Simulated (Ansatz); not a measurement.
Species: H$_{6}$GeOSi, SMILES `O[SiH2][GeH3]` (H–O–Si–Ge torsion 60°) (charge 0, multiplicity 1).

### Question
Give a relaxed geometry from Ansatz (a program for electronic structure) with PBE0-D4/def2-TZVP.

### Answer
One answer among several that fit: the end point of this relaxation, one of several conformers (outside a Z-matrix the atoms follow the SMILES, hydrogens last).
Bonds (Å): O1–Si2 1.652, O1–H4 0.958, Si2–Ge3 2.386, Si2–H5 1.483, Si2–H6 1.492, Ge3–H7 1.538, Ge3–H8 1.539, Ge3–H9 1.541. Angles (°): Si2–O1–H4 117.6, O1–Si2–Ge3 112.3, O1–Si2–H5 105.5, O1–Si2–H6 111.4, Ge3–Si2–H5 110.4, Ge3–Si2–H6 108.4, H5–Si2–H6 108.8, Si2–Ge3–H7 111.8, Si2–Ge3–H8 110.6, Si2–Ge3–H9 110.5, H7–Ge3–H8 108.3, H7–Ge3–H9 107.8, H8–Ge3–H9 107.7.
